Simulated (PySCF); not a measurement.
# Radial density of Lu⁶¹⁺ (lutetium, charge +61)

TPSS, [Ne], closed-shell 1S. Computed with PySCF 2.14 in an uncontracted even-tempered set (19 s from 39 bohr⁻², ratio 2.2; 13 p from 51 bohr⁻², ratio 2.2; 5 d from 200 bohr⁻², ratio 2.4; 5 f from 300 bohr⁻², ratio 2.4; 4 g from 450 bohr⁻², ratio 2.4), with scalar relativity by spin-free X2C-1e.

```
r (bohr)  4πr²ρ (e/bohr)
  0.0183           86.11
  0.0308           76.85
  0.0518           103.7
  0.0872           74.48
   0.147           10.61
   0.247          0.1019
```

Densities and radii are taken from the X2C orbitals without a picture-change correction, which distorts them close to the nucleus.

Spin-orbit coupling, which splits the p, d and f shells strongly at this Z, is absent.
